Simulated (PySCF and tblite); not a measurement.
Results of a calculation; reference values are marked as such.
# Conformer ensemble of C4H10O2S, numbered as in [CH3:1][CH2:2][CH2:3][S:4]([CH3:5])(=[O:6])=[O:7]

The ensemble was built from 90 distance-geometry starts (ETKDG and KDG, MMFF94s, GFN2-xTB) and rests on GFN2-xTB geometries. Energies: PBE0-D3(BJ)/pcSseg-1 (IEF-PCM, chloroform), with GFN2-xTB thermal terms (modes under about 100 cm⁻¹ blended into free rotors). Symmetry numbers and mirror images are counted. Conformers within 3 kcal/mol (GFN2-xTB free energy) were kept, 10 at most. GIAO shieldings: PBE0/pcSseg-1 (IEF-PCM, chloroform). Shifts are against TMS (¹H), TMS (¹³C) at the same level. (PySCF 2.14, tblite 0.8.)

Torsions listed: C1–C2–C3–S4, C2–C3–S4–O6. Of a mirror pair one member is shown.

```csv
conformer,shape,symmetry,E(GFN2) kcal/mol,E(DFT) kcal/mol,G(298.15 K) kcal/mol,weight %,dipole D
1,"168°, -177°",C1 (pair),0.38,0.02,0.00,52.0,5.76
2,"180°, -65°",Cs,0.34,0.00,0.26,33.8,5.45
3,"-74°, -51°",C1 (pair),0.00,0.91,0.97,10.1,5.40
4,"-70°, 59°",C1 (pair),0.41,1.40,1.75,2.7,5.68
5,"-66°, -146°",C1 (pair),0.54,1.70,2.19,1.3,5.57
```

Weights (%) against temperature:

```
 T (K)     1     2     3    4    5  S(mix) cal/mol/K
   250  54.0  36.0   7.6  1.7  0.7              2.87
273.15  53.1  34.9   8.8  2.2  1.0              2.98
298.15  52.0  33.8  10.1  2.7  1.3              3.08
323.15  51.0  32.7  11.3  3.3  1.6              3.18
373.15  49.0  30.8  13.5  4.5  2.3              3.35
```

Averaged shifts at 298.15 K. ¹H: 2.81 (H3, 2H), 2.80 (H5, 3H), 1.82 (H2, 2H), 1.16 (H1, 3H) ppm. ¹³C: 65.0 (C3), 48.0 (C5), 19.8 (C2), 15.1 (C1) ppm.

Coordinates of conformer 1 (Å):

```xyz
17

C     2.231   -1.142   -0.141
C     0.804   -0.667   -0.399
C     0.482    0.602    0.363
S    -1.084    1.312   -0.235
C    -2.365    0.129    0.281
O    -1.316    2.547    0.464
O    -1.058    1.348   -1.671
H     2.947   -0.388   -0.457
H     2.429   -2.057   -0.693
H     2.383   -1.339    0.918
H     0.106   -1.456   -0.113
H     0.666   -0.462   -1.462
H     1.227    1.375    0.184
H     0.370    0.451    1.432
H    -3.323    0.583    0.062
H    -2.264   -0.040    1.345
H    -2.243   -0.783   -0.286
```

Coordinates of conformer 2 (Å):

```xyz
17

C     2.644   -0.027   -0.330
C     1.281   -0.664   -0.084
C     0.163    0.361   -0.051
S    -1.385   -0.546    0.251
C    -2.664    0.747    0.278
O    -1.638   -1.410   -0.869
O    -1.319   -1.145    1.555
H     2.656    0.496   -1.284
H     3.418   -0.789   -0.347
H     2.881    0.686    0.457
H     1.282   -1.197    0.869
H     1.057   -1.387   -0.869
H     0.052    0.876   -1.001
H     0.283    1.070    0.763
H    -2.666    1.243   -0.683
H    -2.434    1.433    1.083
H    -3.617    0.264    0.455
```

Shifts are unscaled: against experiment ¹³C can be off by 15 ppm or more and ¹H by 0.8 ppm.

Search and properties took 2 min on 1 thread of Arm Neoverse V1, shared host (rough), launched as `OMP_NUM_THREADS=1 python ens_run.py task.json out`.


Conformer gaps in pcSseg-1 on xTB geometries can be 2 kcal/mol off for S=O, P=O and other polar bonds.